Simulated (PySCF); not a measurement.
**The third ionisation energy along the second row**

All values are computed (PySCF 2.14, energy differences of UHF-based or UKS calculations, no spin-orbit coupling). Values in eV. The last column holds reference values (NIST; (s) semi-empirical, (t) theoretical, else measured). Unmarked ones compare directly (S terms, centres of terms, or small fine structure); those marked * lie between the lowest fine-structure levels and include a spin-orbit shift.

```json
{"element": "B (dyall-av3z, non-relativistic)", "configurations": "[He] 2s1 → 1s2", "UHF": "37.819", "MP2 (valence)": "n/a", "SCS-MP2 (valence)": "n/a", "LDA": "37.899", "PBE": "38.290", "PBE0": "38.230", "reference": "37.931"}
{"element": "C (dyall-av3z, non-relativistic)", "configurations": "[He] 2s2 → [He] 2s1", "UHF": "45.778", "MP2 (valence)": "47.008", "SCS-MP2 (valence)": "47.254", "LDA": "46.948", "PBE": "47.107", "PBE0": "47.042", "reference": "47.888"}
{"element": "N (dyall-av3z, non-relativistic)", "configurations": "[He] 2s2 2p1 → [He] 2s2", "UHF": "47.299", "MP2 (valence)": "47.488", "SCS-MP2 (valence)": "47.434", "LDA": "47.871", "PBE": "48.026", "PBE0": "48.008", "reference": "47.445 (s) *"}
{"element": "O (dyall-av3z, non-relativistic)", "configurations": "[He] 2s2 2p2 → [He] 2s2 2p1", "UHF": "54.613", "MP2 (valence)": "55.001", "SCS-MP2 (valence)": "54.851", "LDA": "55.425", "PBE": "55.275", "PBE0": "55.309", "reference": "54.936 (s) *"}
{"element": "F (dyall-av3z, non-relativistic)", "configurations": "[He] 2s2 2p3 → [He] 2s2 2p2", "UHF": "62.259", "MP2 (valence)": "62.850", "SCS-MP2 (valence)": "62.584", "LDA": "63.188", "PBE": "62.859", "PBE0": "62.936", "reference": "62.708 (s) *"}
{"element": "Ne (dyall-av3z, non-relativistic)", "configurations": "[He] 2s2 2p4 → [He] 2s2 2p3", "UHF": "61.822", "MP2 (valence)": "63.051", "SCS-MP2 (valence)": "63.162", "LDA": "63.644", "PBE": "63.886", "PBE0": "63.734", "reference": "63.423 *"}
```

"Valence" correlates the outer s and p shells and, in groups 3 to 12 and the f block, the outer d or f shell, open or full, or the next shell where the ion has no valence electron left; the wider scheme adds the next inner shell.
